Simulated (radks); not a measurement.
The numbers below are computed, except where a source is named.
Ionisation of the argon ion Ar2+, [Ne] 3s2 3p4, to [Ne] 3s2 3p3 as the strength of local exchange is varied. Code: a radial shooting solver on a logarithmic mesh with Libxc functionals. Model: scalar-relativistic Kohn-Sham, Slater X-alpha exchange (alpha = 2/3 is LDA exchange), no correlation, spin-unpolarised, spherical densities, point nucleus.

alpha  E(Ar2+) (hartree)  exchange (hartree)  IE (eV)  -e of the level emptied (eV)  <r> of it (bohr)
0.587         -521.60723           -23.76431   39.612                   32.551 (3p)             1.495
0.612         -522.62042           -24.81475   40.076                   32.993 (3p)             1.488
0.658         -524.48880           -26.75573   40.938                   33.814 (3p)             1.477
0.667         -524.85498           -27.13673   41.108                   33.975 (3p)             1.475
0.779         -529.42877           -31.91189   43.250                   36.019 (3p)             1.448
0.863         -532.87974           -35.53441   44.892                   37.591 (3p)             1.428

NIST Atomic Spectra Database: 40.74 eV (semi-empirical). The Delta-SCF value meets it near alpha = 0.65. Spin polarisation and multiplet splitting are left out, so open shells lie too high by an amount that depends on their filling.

Beside tabulated values, note that spin-unpolarised runs miss the spin-polarisation part of the exchange energy of open shells.
